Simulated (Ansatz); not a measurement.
Consider the silylene formation by 1,1-elimination: `CC[SiH](F)[SiH3]` → `F[SiH3]` + `CC[SiH]`.

Program: Ansatz. Geometries: PBE0-D4/def2-TZVP. ΔE: electronic, gas phase. CCSD(T)/CBS adds triple-zeta CCSD(T) − MP2 to the extrapolated MP2 energy (def2 sets, frozen cores). This one scheme is used for every species. Functionals use def2-TZVPP. Each species was taken in one conformer, which may not be the lowest.

`CC[SiH](F)[SiH3]`:

Cartesian coordinates in Å:
```
C -0.044 -1.838 -1.407
C -0.578 -0.782 -0.442
Si 0.724 0.410 0.162
F 1.377 1.151 -1.112
Si -0.147 2.039 1.608
H -0.836 -2.516 -1.735
H 0.737 -2.444 -0.942
H 0.387 -1.378 -2.299
H -1.386 -0.207 -0.907
H -1.018 -1.256 0.445
H 1.828 -0.341 0.825
H -0.723 1.366 2.806
H -1.229 2.812 0.939
H 0.910 2.984 2.058
```

`F[SiH3]`:

Z-matrix (Å, degrees):
```
Si
F 1 1.600
H 1 1.482 2 108.3
H 1 1.482 2 108.3 3 -120.0
H 1 1.482 2 108.3 3 120.0
```

`CC[SiH]`:

Cartesian coordinates in Å:
```
C -0.582 0.387 -0.664
C 0.025 -0.665 0.255
Si 1.746 -0.427 1.001
H -1.626 0.166 -0.907
H -0.037 0.446 -1.609
H -0.543 1.377 -0.204
H -0.071 -1.672 -0.164
H -0.549 -0.711 1.205
H 1.637 1.099 1.086
```

CCSD(T)/CBS gives +237.2 kJ/mol.

Q: Another level gave +230.1 kJ/mol. Which?
A. PBE/def2-TZVPP
B. BHLYP/def2-TZVPP
C. r2SCAN-D4/def2-TZVPP
D. HF/def2-TZVPP

A: B. BHLYP 230.1, HF/def2-TZVPP 213.4, r2SCAN-D4 261.0, PBE 242.6 kJ/mol.

Largest T1 diagnostic among the species: 0.012.

The D4 term adds +14.1 kJ/mol with B3LYP and +8.1 kJ/mol with PBE0; it sums over pairs of atoms, weighted by their polarisabilities, and B3LYP, whose exchange is more repulsive, gets the larger term. From BLYP to BHLYP (50 % exact exchange), in def2-TZVPP and without D4, ΔE moves by +21.0 kJ/mol.

B3LYP here is the variant with VWN-RPA as its local correlation; programs differ in this.
